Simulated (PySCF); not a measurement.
In(vinyl)(OH)2 (C2H5InO2), SMILES [In]([OH])([CH]=C)[OH]. The structure is a stationary point at PBE-D3(BJ)/def2-SVP. The structure was generated by enumeration; whether it is a known compound was not checked. The def2 effective core potentials stand for the cores of In; spin–orbit coupling is left out. Other conformers were not sampled.

Computed equilibrium geometry at PBE-D3(BJ)/def2-SVP (PySCF confirms it by a frequency run) as a Z-matrix, and its point group (one conformer of several):
point group Cs.
```
In
O 1 2.0203
H 2 0.9773 1 108.17
O 1 2.0321 2 109.14 3 0.00
H 4 0.9765 1 110.11 2 180.00
C 1 2.1447 2 123.24 3 180.00
C 6 1.3456 1 122.94 2 180.00
H 7 1.1040 6 122.88 1 0.00
H 6 1.1042 7 119.75 8 180.00
H 7 1.1058 8 115.46 6 180.00
```
